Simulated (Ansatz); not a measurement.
Ansatz (a first-principles code) input (HF/6-31G* with LANL2DZ past Ar): The .json file joins the Basis Set Exchange's 6-31G* for atoms up to Ar and LANL2DZ past it.

Ansatz 0.2 input:
```yaml
crystal:
  periodic: [false, false, false]
  atoms:
    - {symbol: C, position_ang: [-1.36874558, 0.04375055, -0.06252405]}
    - {symbol: F, position_ang: [-1.91227426, -0.32138606, 1.05983234]}
    - {symbol: F, position_ang: [-1.82835618, -0.68742014, -1.03338941]}
    - {symbol: I, position_ang: [0.79015373, 0.16635382, 0.00258788]}
basis:
  gaussian:
    orbitals: 6-31Gs+LANL2DZ.json
hamiltonian:
  xc: {name: HF}
magnetization: {spin_polarized: true, initial_magnetization: 1}
phonons: {temperatures: {t_min: 298.15, t_max: 298.15, t_step: 100}}
```

Q: Which harmonic wavenumbers does it give?

A: 258, 286, 579, 666, 1269, 1388 cm⁻¹ (unscaled; negative means imaginary).
